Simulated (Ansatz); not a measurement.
Ideal-gas functions of C$_{3}$H$_{4}$BrCl, SMILES `C=CC(Cl)Br` at 298.15 K and 1 bar, from an Ansatz frequency run at PBE0-D4/def2-TZVP.

Molar mass 155.42 g/mol, point group C1 (symmetry number 1), electronic degeneracy 1, moments of inertia 178.6, 284.753, 443.28 u Å². Harmonic wavenumbers (cm⁻¹, unscaled): 99, 214, 250, 294, 380, 593, 708, 790, 960, 968, 1022, 1159, 1197, 1253, 1317, 1449, 1717, 3160, 3164, 3194, 3253.

Use S(trans) = R[1.5 ln M + 2.5 ln T − 1.1517]; rotational temperatures θ = 24.2544 K / I; S(rot) = R[ln(√π/σ · √(T³/θAθBθC)) + 1.5]; for each mode x = 1.438777 ν̃/T, S = R[x/(eˣ − 1) − ln(1 − e⁻ˣ)] and H = RT x/(eˣ − 1); 1 cm⁻¹ = 0.0119627 kJ/mol; R = 8.31446 J/(mol·K).

Question: By hand: the entropy, in J/(mol·K).

Answer: Translation 171.8. Rotation: θ = 0.1358, 0.0852, 0.0547 K, giving 118.9. Vibration, mode by mode: 14.53, 8.41, 7.24, 6.07, 4.35, 1.93, 1.24, 0.90, 0.46, 0.45, 0.36, 0.20, 0.18, 0.14, 0.11, 0.06, 0.02, 0.00, 0.00, 0.00, 0.00, in all 46.6. Electronic 0.0. Sum 337.3 J/(mol·K).

Question: By hand: H − E and G − E in kJ/mol, counted from the electronic energy.

Answer: Zero-point energy ½ × 27141 × 0.0119627 = 162.3; thermal vibration 8.0; translation, rotation and pV give 4 RT = 9.9. H − E = 180.2 kJ/mol, and G − E = 180.2 − 298.15 × 337.3/1000 = 79.6 kJ/mol.

Vibration gives 14 % of the entropy, 14.5 J/(mol·K) of it from the mode under 150 cm⁻¹: soft modes count most, and the harmonic formula is weakest for them. The sum counts one conformer and one mirror image; others add a mixing term.
